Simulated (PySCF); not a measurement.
An unknown is described by computed data only.

Formula: C6H16BNO.

- 13C NMR: chemical shifts (computed TMS as zero) by class: 100.5 (1 C), 56.5 (1 C), 48.8 (1 C), 39.7 (1 C), 28.2 (1 C), 4.2 (1 C) ppm [GIAO PBE0/pcSseg-1]
- Dipole: 4.10 D [CAM-B3LYP/def2-SVPD]
- XPS: B1s 193.4, C1s 289.0, C1s 290.3, C1s 291.7, C1s 291.7, C1s 292.6, C1s 292.9, N1s 406.4, O1s 538.7 eV [ΔSCF SCAN, pcX-2 on the ionised atom, pcseg-1 elsewhere, spin-free X2C]
- Rotational structure: rotational constants A, B, C: 2.149, 1.478, 1.111 GHz [PBE0-D3(BJ)/def2-SVP]
- 1H NMR: chemical shifts (computed TMS as zero) by class: 3.65 (1 H), 3.28 (3 H), 2.38 (3 H), 2.38 (1 H), 2.26 (1 H), 2.18 (3 H), 2.16 (1 H), 1.28 (1 H), 0.76 (1 H), 0.69 (1 H) ppm [GIAO PBE0/pcSseg-1]
- Polarisability: 98.6 au [CAM-B3LYP/def2-SVPD]
- Triplet: lowest triplet excitation (Tamm–Dancoff): 7.06 eV [TDA CAM-B3LYP/def2-SVPD]

Electronic properties: PySCF, gas phase, density fitting. Levels stand in brackets. The structure is a single PBE0-D3(BJ)/def2-SVP conformer in the gas phase; no vibrational or solvent corrections. Each NMR value is the plain mean over a class of atoms that symmetry, rotation or inversion makes alike.

Question: What is the compound? Reason from the data.

Answer: Numbering: `[CH3:1][O:2][C@H:3]1[CH2:4][CH2:5][BH2-:6][N+:7]1([CH3:8])[CH3:9]`. 6 carbons fall into 6 classes; from least to most shielded: ring sp3 carbon bound to oxygen [C3] (100.5 ppm), methoxy carbon [C1] (56.5 ppm), N-methyl carbon [C9] (48.8 ppm), N-methyl carbon [C8] (39.7 ppm), ring CH2 carbon [C4] (28.2 ppm), ring sp3 carbon bound to boron [C5] (4.2 ppm). Hydrogen classes from least to most shielded: 1 H on an sp3 carbon bound to oxygen, C3 (3.65 ppm), 3 H on a methoxy carbon, C1 (3.28 ppm, a mean of values up to 0.7 ppm apart in this geometry), 3 H on an N-methyl carbon, C9 (2.38 ppm), 1 H on a four-coordinate boron, B6 (2.38 ppm), 1 H on a four-coordinate boron, B6 (2.26 ppm), 3 H on an N-methyl carbon, C8 (2.18 ppm), 1 H on a ring CH2 carbon, C4 (2.16 ppm), 1 H on a ring CH2 carbon, C4 (1.28 ppm), 1 H on an sp3 carbon bound to boron, C5 (0.76 ppm), 1 H on an sp3 carbon bound to boron, C5 (0.69 ppm). The core levels belong to: B1s 193.4 eV, four-coordinate boron [B6]; C1s 289.0 eV, sp3 carbon bound to boron [C5]; C1s 290.3 eV, ring CH2 carbon [C4]; C1s 291.7 eV, N-methyl carbon [C8]; C1s 291.7 eV, N-methyl carbon [C9]; C1s 292.6 eV, methoxy carbon [C1]; C1s 292.9 eV, sp3 carbon bound to oxygen [C3]; N1s 406.4 eV, nitrogen bonded to B and 3 C [N7]; O1s 538.7 eV, ether oxygen [O2]. The optimised geometry has point group C1 and is an asymmetric top. Structure: `C1C[C@H](OC)[N+](C)(C)[BH2-]1`. Computed isomers that give other values at the same levels: `COC[NH2+][BH2-]C1CCC1` (rotational constant A: 5.205 GHz; this holds for the one conformer computed); `COC[N@@+]1(C)[BH2-]CCC1` (rotational constant A: 2.502 GHz; this holds for the one conformer computed); `CO[C@@H]1CC[C@H]([BH2-][NH3+])C1` (rotational constant A: 3.713 GHz; this holds for the one conformer computed). The assignments are read from this structure; whether some other isomer fits the data as well wasn't checked. The mirror image fits equally.
